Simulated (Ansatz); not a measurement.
Ansatz (a quantum-chemistry and plane-wave program) input:

Ansatz 0.2 input:
```yaml
crystal:
  periodic: [false, false, false]
  atoms:
    - {symbol: C, position_ang: [-1.80766745, -0.12541184, 0.05783242]}
    - {symbol: C, position_ang: [-0.64325662, -1.09471643, 0.03534137]}
    - {symbol: C, position_ang: [0.66971766, -0.81910144, -0.00925837]}
    - {symbol: C, position_ang: [1.11178125, 0.50812232, -0.04162774]}
    - {symbol: N, position_ang: [1.62036726, 1.56467281, -0.07225544]}
    - {symbol: H, position_ang: [-1.45419284, 0.90727546, 0.03235136]}
    - {symbol: H, position_ang: [-2.48054554, -0.27739282, -0.79844251]}
    - {symbol: H, position_ang: [-2.42606234, -0.25270018, 0.95808535]}
    - {symbol: H, position_ang: [-0.96521916, -2.14324777, 0.06006774]}
basis:
  gaussian:
    orbitals: cc-pVTZ
hamiltonian:
  xc: pbe
total_charge: -1
magnetization: {spin_polarized: false}
correlation: {method: rpa, electrons: outside_noble_gas}
```

Task: What final total energy does it print?

Result: -209.54217 Eh (RPA@PBE/cc-pVTZ). The basis has 206 functions.

It need not be the lowest isomer of its formula. Whether it binds its extra electron was not tested at this geometry.
